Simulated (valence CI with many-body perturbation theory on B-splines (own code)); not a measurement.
**Sb XX: calculated level list**

Computed by valence CI with perturbative core correlation (CI+MBPT): four valence electrons over a frozen Dirac-Fock core [Ar] 3d10, radial functions for each j: 9 s, 9 p, 8 d, 6 f, 3 g, 1 h, with the one-electron correlation potential Σ1 (screened to all orders), the two-electron term Σ2, the three-electron term Σ3, Breit, model QED; selected single and double excitations, second order for the rest, scaled by the run's own slope (own B-spline code, finite nucleus).

No measured spectrum was set against this ion. As an estimate, levels hold to about 250 cm⁻¹ or 0.2 % of their energy and the worst to 1 %, as in measured heavy ions of charge 2 to 7; those with d or f electrons hold less well.

Levels 1 to 34 of 34, with energies above the lowest level, (4s^2 4p1/2^2) J=0. "Leading %" is the weight of the configuration and term that name the level; weights of strongly mixed levels are sums over their largest components and can fall short, so below about 35 % the name and the second component can differ from the true leading terms, or belong to a minority configuration. In the jj column 3d3/2^4 stands for four electrons in 3d with j = 3/2. Lifetimes count E1, E2, E3, M1 and M2 decay at the calculated energies, and are blank where another channel may lead or the interval is too uncertain; long ones can be off by a factor of two.

```tsv
No.	Configuration	Term	J	E (eV)	Leading %	Lifetime	Leading jj
1	4s2 4p2	3P	0	0.00	79		4s^2 4p1/2^2 (96 %)
2	4s2 4p2	3P	1	9.62	98	148 μs	4s^2 4p1/2 4p3/2 (98 %)
3	4s2 4p2	1D	2	11.78	51	14.0 ms	4s^2 4p1/2 4p3/2 (96 %)
4	4s2 4p2	3P	2	23.10	51	59.6 μs	4s^2 4p3/2^2 (96 %)
5	4s2 4p2	1S	0	28.46	78	26.4 μs	4s^2 4p3/2^2 (95 %)
6	4s 4p3	5S°	2	51.45	72	539 ps	4s 4p1/2^2 4p3/2 (71 %)
7	4s 4p3	3D°	1	59.76	61	48.4 ps	4s 4p1/2^2 4p3/2 (73 %)
8	4s 4p3	3D°	2	62.51	61	131 ps	4s 4p1/2 4p3/2^2 (76 %)
9	4s 4p3	3D°	3	65.79	94	151 ps	4s 4p1/2 4p3/2^2 (94 %)
10	4s 4p3	3P°	0	70.44	95	47.9 ps	4s 4p1/2 4p3/2^2 (95 %)
11	4s 4p3	3P°	1	71.84	62	33.2 ps	4s 4p1/2 4p3/2^2 (80 %)
12	4s 4p3	1D°	2	72.63	40	34.1 ps	4s 4p1/2 4p3/2^2 (64 %)
13	4s 4p3	3S°	1	78.02	51	7.79 ps	4s 4p1/2 4p3/2^2 (77 %)
14	4s 4p3	3P°	2	81.30	38	48.9 ps	4s 4p3/2^3 (67 %)
15	4s2 4p 4d	3F°	2	86.55	82	36.2 ps	4s^2 4p1/2 4d3/2 (80 %)
16	4s 4p3	1P°	1	90.56	48	8.17 ps	4s 4p3/2^3 (75 %)
17	4s2 4p 4d	3F°	3	90.91	85	37.9 ps	4s^2 4p1/2 4d5/2 (76 %)
18	4s2 4p 4d	3P°	2	93.80	47	6.46 ps	4s^2 4p1/2 4d5/2 (86 %)
19	4s2 4p 4d	3D°	1	94.89	56	3.86 ps	4s^2 4p1/2 4d3/2 (86 %)
20	4s2 4p 4d	3F°	4	99.38	98	133 μs	4s^2 4p3/2 4d5/2 (98 %)
21	4s2 4p 4d	1D°	2	102.39	42	4.97 ps	4s^2 4p3/2 4d3/2 (63 %)
22	4s2 4p 4d	3P°	0	103.64	94	5.64 ps	4s^2 4p3/2 4d3/2 (94 %)
23	4s2 4p 4d	3D°	3	104.48	69	4.20 ps	4s^2 4p3/2 4d3/2 (48 %)
24	4s2 4p 4d	3P°	1	104.58	65	4.89 ps	4s^2 4p3/2 4d3/2 (82 %)
25	4s2 4p 4d	3P°	2	106.01	43	5.29 ps	4s^2 4p3/2 4d5/2 (65 %)
26	4s2 4p 4d	1F°	3	111.47	80	3.72 ps	4s^2 4p3/2 4d5/2 (62 %)
27	4s2 4p 4d	1P°	1	113.16	78	5.30 ps	4s^2 4p3/2 4d5/2 (80 %)
28	4p4	3P	2	117.48	58	24.6 ps	4p1/2^2 4p3/2^2 (80 %)
29	4p4	3P	0	123.05	47	18.3 ps	4p1/2^2 4p3/2^2 (79 %)
30	4s 4p2 4d	5F	1	126.45	66	156 ps	4s 4p1/2^2 4d3/2 (68 %)
31	4s 4p2 4d	5F	2	127.88	58	102 ps	4s 4p1/2^2 4d3/2 (48 %)
32	4p4	3P	1	128.30	69	20.9 ps	4p1/2 4p3/2^3 (69 %)
33	4p4	1D	2	129.52	52	28.0 ps	4p1/2 4p3/2^3 (73 %)
34	4s 4p2 4d	5F	3	130.61	50	60.7 ps	4s 4p1/2^2 4d5/2 (58 %)
```

The ionisation energy to 4s2 4p 2P°_1/2 of the next ion comes out as 553 eV (NIST: 552 ± 4 eV (theoretical)). All 34 levels together are meant to be complete up to 132.99 eV.
